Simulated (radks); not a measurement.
The numbers below are computed, except where a source is named.
Be3+, 1 electrons, occupied as 1s(up 0.875, down 0.125) (fractional occupations, a model configuration).

Level of theory: scalar-relativistic Kohn-Sham, r2SCAN, spin-polarised, spherical densities, finite nucleus; meta-GGA in the generalised Kohn-Sham scheme; Fermi nuclear charge, rms radius 2.519 fm (a radial shooting solver on a logarithmic mesh with Libxc functionals).

Energy parts (eV):
total: -214.667
kinetic: 214.441
electron-nucleus: -432.117
Hartree: 33.667
exchange-correlation: -30.658

Orbitals (lengths in bohr, moments of r in powers of bohr):
| orbital | occ. | eigenvalue (eV) | <r^4> |
|---|---|---|---|
| 1s up | 0.875 | -193.7682 | 0.09145 |
| 1s down | 0.125 | -174.2326 | 0.1125 |

The highest occupied level is 1s down at -174.23 eV. The electron density at the nucleus is 20.29 e/bohr^3 (large components only). Spin moment in Bohr magnetons: 0.75. The density falls to 0.001 e/bohr^3 at r = 1.26 bohr. Summed over all electrons, <r^2> = 0.1927 bohr^2, which gives a Langevin (diamagnetic) susceptibility term of -0.153 x 10^-6 cm^3/mol. The spin density at the nucleus is 15.59 e/bohr^3 (1s 15.59).
